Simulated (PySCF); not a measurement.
`F[C@@H]1CC(=S)[C@H](Cl)C1`, C₅H₆ClFS

Geometry:
| atom | x (Å) | y (Å) | z (Å) |
| --- | --- | --- | --- |
| F1 | -0.022 | -0.547 | 2.108 |
| C2 | 0.180 | -0.922 | 0.798 |
| C3 | 1.301 | -0.077 | 0.181 |
| C4 | 0.641 | 0.856 | -0.786 |
| S5 | 1.403 | 1.817 | -1.835 |
| C6 | -0.844 | 0.746 | -0.641 |
| Cl7 | -1.342 | 2.044 | 0.515 |
| C8 | -1.076 | -0.631 | -0.033 |
| H9 | 0.418 | -1.991 | 0.837 |
| H10 | 2.052 | -0.684 | -0.325 |
| H11 | 1.816 | 0.489 | 0.962 |
| H12 | -1.391 | 0.936 | -1.563 |
| H13 | -1.168 | -1.368 | -0.831 |
| H14 | -1.969 | -0.666 | 0.590 |

Computed, not measured: TDDFT B3LYP/def2-SVPD circular dichroism and optical rotation, one conformer, gas phase (PySCF 2.14.0). Geometry: GFN2-xTB.

States above about 6.6 eV (minus the energy of the highest occupied orbital) lie near or above the ionisation threshold and depend on the basis.

**Question.** Draw the ECD and absorption spectra from the lowest 12 states, each a Gaussian of half-width 0.35 eV at 1/e height.

**Answer.** 
```csv
E (eV),λ (nm),Δε (L mol⁻¹ cm⁻¹),ε (L mol⁻¹ cm⁻¹)
1.74,711,-0.10,0.661
1.89,655,-0.28,1.87
2.04,607,-0.56,3.67
2.19,565,-0.76,4.99
2.34,529,-0.71,4.69
2.49,497,-0.46,3.06
2.64,469,-0.21,1.38
2.79,444,-0.07,0.431
2.94,421,-0.01,0.0932
3.09,401,0.00,0
3.24,382,0.00,0
3.39,365,0.00,0
3.54,350,0.00,0.512
3.69,336,0.00,4.53
3.84,323,0.00,28.5
3.99,311,+0.01,128
4.14,299,-0.03,415
4.29,289,-0.21,975
4.44,279,-0.60,1670
4.59,270,-1.02,2080
4.74,261,-1.21,1950
4.89,253,-1.35,1720
5.04,246,-2.23,2420
5.19,239,-4.23,4790
5.34,232,-6.01,7970
5.49,226,-5.12,9680
5.64,220,-1.09,8500
5.79,214,+3.44,5520
5.94,209,+5.68,2880
6.09,203,+4.95,1690
6.24,199,+2.21,1820
6.39,194,-1.14,2470
6.54,189,-3.69,2720
```
Δε uses R in velocity form, ε uses f in length form. Only the states computed contribute, so the short-wavelength end is incomplete.
